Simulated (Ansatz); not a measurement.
Consider the hydrogen abstraction from the Sn–H bond: `C[O][SnH2][OH]` + `[SiH3]`• → `C[O][SnH][OH]`• + SiH₄.

Calculated with Ansatz (gas phase, PBE0-D4/def2-TZVP geometries, no zero-point term in ΔE). CCSD(T)/CBS is the MP2 limit (def2-TZVPP, def2-QZVPP) plus CCSD(T) − MP2 in def2-TZVPP, frozen cores. This one scheme is used for every species. Open shells (•) are unrestricted, without spin–orbit coupling. Elements past krypton have def2 core potentials. For Sn outer-core shells are correlated without core-valence functions, which leaves a few kJ/mol of doubt a bond. Each species was taken in one conformer, which may not be the lowest.

```
         species  MP2/def2-TZVPP energy (Eh)
`C[O][SnH2][OH]`                  -405.51326
       `[SiH3]`•                  -290.75407
`C[O][SnH][OH]`•                  -404.89534
            SiH₄                  -291.40196
```

(1) Work out ΔE.

Largest T1 diagnostic among the species: 0.019.

Results:

(1) ΔE = (-404.89534) + (-291.40196) − (-405.51326) − (-290.75407) = -0.02997 Eh = -78.7 kJ/mol. CCSD(T)/CBS gives -81.5 kJ/mol.

In def2-TZVPP, CCSD(T) changes the Hartree–Fock value by −12.0 kJ/mol (the triples alone add −2.4 kJ/mol) and MP2 by −11.5 kJ/mol. From PBE to PBE0 (25 % exact exchange), in def2-TZVPP and without D4, ΔE moves by +12.8 kJ/mol.
